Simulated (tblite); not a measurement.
Compound: C6H12FP.
Geometry (GFN2-xTB, Å), atoms numbered from 1 in this order:
```xyz
20
C6H12FP angstrom
C     -1.4675   -1.5027   -1.0360
C     -0.5197   -0.8645   -0.0253
C     -1.0842    0.4423    0.5277
F     -0.5653    0.6740    1.7920
C     -0.6670    1.5775   -0.3955
C      0.8167    1.3894   -0.6978
P      1.1347   -0.4549   -0.8415
C      2.2195   -0.6683    0.6435
H     -1.0262   -2.4169   -1.4269
H     -2.4231   -1.7483   -0.5749
H     -1.6489   -0.8315   -1.8733
H     -0.3492   -1.5630    0.8000
H     -2.1721    0.3960    0.6637
H     -1.2589    1.5116   -1.3091
H     -0.8584    2.5430    0.0749
H      1.0993    1.8922   -1.6237
H      1.4290    1.7922    0.1112
H      1.7809   -0.2062    1.5260
H      2.3664   -1.7331    0.8185
H      3.1888   -0.2182    0.4338
```

Calculated harmonic vibrations of the isolated species, GFN2-xTB (tblite), most abundant isotopes, no scaling. The method is semi-empirical: single wavenumbers can be off by several per cent or more. One conformer, not necessarily the lowest.

Harmonic wavenumbers (cm⁻¹): 70.3, 137.6, 179.5, 202.1, 211.5, 250.8, 266.0, 310.1, 374.2, 455.2, 470.3, 629.5, 673.6, 700.8, 731.8, 812.0, 863.9, 880.9, 891.4, 933.0, 979.1, 1010.4, 1013.9, 1054.5, 1089.5, 1117.0, 1134.9, 1148.9, 1202.8, 1242.9, 1265.5, 1270.4, 1307.9, 1315.0, 1317.3, 1411.5, 1436.7, 1449.4, 1456.7, 1468.2, 1493.9, 1497.8, 2905.9, 2936.2, 2964.1, 2982.8, 2989.3, 2997.7, 3003.2, 3005.6, 3011.2, 3012.1, 3024.6, 3035.1.

A = 1929, B = 1639, C = 1382 MHz; mass 134.066 u (most abundant isotopes); point group C1, symmetry number 1.

**Question.** What is the zero-point energy?

**Answer.** Half the sum of the wavenumbers: 36798 cm⁻¹ = 440.20 kJ/mol.

**Question.** Entropy at 500 K, 1 bar (ideal gas, RRHO, classical rotation)?

**Answer.** Translation 180.69, rotation 126.48, vibration 183.18: S = 490.4 J/(mol K).

**Question.** And Cp and H(500 K) − H(0)?

**Answer.** Cp = 239.36 J/(mol K), of which vibrations give 206.10 (their classical limit is 54 R = 449.0); H(500 K) − H(0) = 67.15 kJ/mol without the zero-point energy, 50.52 from vibrations.

**Question.** Which modes carry the vibrational entropy at 500 K?

**Answer.** 70.3 cm⁻¹: 21.62; 137.6 cm⁻¹: 16.07; 179.5 cm⁻¹: 13.90; 202.1 cm⁻¹: 12.94; 211.5 cm⁻¹: 12.57; 250.8 cm⁻¹: 11.20 J/(mol K); the other 48 give 94.88 together.

**Question.** What must be added to the electronic energy to get the Gibbs energy at 500 K and 1 bar?

**Answer.** ZPE + [H(500 K) − H(0)] − T·S = 440.20 + 67.15 − 245.18 = 262.17 kJ/mol.

Hindered rotation and anharmonicity are outside this model. Other conformers, if any are populated, would add a mixing term that is left out. The structure is chiral; the term R ln 2 for an equal mix with its mirror image is left out.

The run took 0.61 s on Arm Neoverse V2, one thread, on a shared host. This covers the Hessian and the dipole derivatives.
